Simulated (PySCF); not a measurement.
Work out the structure from these simulated measurements.

Formula: C6H11OP.

| Quantity | Value |
| --- | --- |
| UV, first state | lowest singlet excitation: 5.83 eV (213 nm, f = 0.008) [TDDFT PBE0/def2-SVPD] |
| Triplet | lowest triplet excitation (Tamm–Dancoff): 4.23 eV [TDA PBE0/def2-SVPD] |
| Polarisability | 93.1 au [PBE0/def2-SVPD] |
| Rotational structure | rotational constants A, B, C: 2.054, 1.835, 1.320 GHz [GFN2-xTB] |
| 13C NMR | chemical shifts (computed TMS as zero) by class: 147.8 (1 C), 144.6 (1 C), 31.9 (1 C), 30.1 (1 C), 18.3 (1 C), 15.1 (1 C) ppm [GIAO PBE0/pcSseg-1] |
| NMR, other nuclei | isotropic shieldings of nuclei other than C and H, by class: 219 (1 O), 283 (1 P) ppm [GIAO PBE0/pcSseg-1] |

The electronic properties come from PySCF, for the isolated species, density fitting. Levels stand in brackets. NMR shifts are as computed; neighbouring signals can stand in another order in a measured spectrum. Geometry: GFN2-xTB, one conformer, isolated molecule. Each NMR value is the plain mean over a class of atoms that symmetry, rotation or inversion makes alike.

Problem. Give a SMILES that accounts for the data.

Solution. Numbering: `[CH3:1][C:2]1=[CH:3][CH2:4][CH2:5][P@:6]1([CH3:7])=[O:8]`. 6 carbons fall into 6 classes; from least to most shielded: fully substituted alkene carbon [C2] (147.8 ppm), alkene CH carbon [C3] (144.6 ppm), ring sp3 carbon bound to phosphorus [C5] (31.9 ppm), allylic carbon [C4] (30.1 ppm), chain sp3 carbon bound to phosphorus [C7] (18.3 ppm), allylic carbon [C1] (15.1 ppm). The other shieldings belong to: 219 ppm, phosphoryl oxygen [O8]; 283 ppm, phosphoryl phosphorus [P6]. The optimised geometry has point group C1 and is an asymmetric top. Structure: `CC1=CCC[P@]1(C)=O`. Computed isomers that give other values at the same levels: `C=C[C@@H]1C[P@H](=O)[C@@H]1C` (13C chemical shifts (computed TMS as zero) by class: 147.6 (1 C), 123.6 (1 C), 52.3 (1 C), 43.2 (1 C), 33.3 (1 C), 9.9 (1 C) ppm); `C#CP(C)CCCO` (13C chemical shifts (computed TMS as zero) by class: 99.0 (1 C), 93.8 (1 C), 68.8 (1 C), 36.0 (1 C), 32.7 (1 C), 18.1 (1 C) ppm); `O=[P@]12CC[C@H](CC1)C2` (13C chemical shifts (computed TMS as zero) by class: 31.3 (2 C), 31.1 (1 C), 29.8 (1 C), 22.8 (2 C) ppm). The assignments are read from this structure; whether some other isomer fits the data as well wasn't checked. The mirror image fits equally.
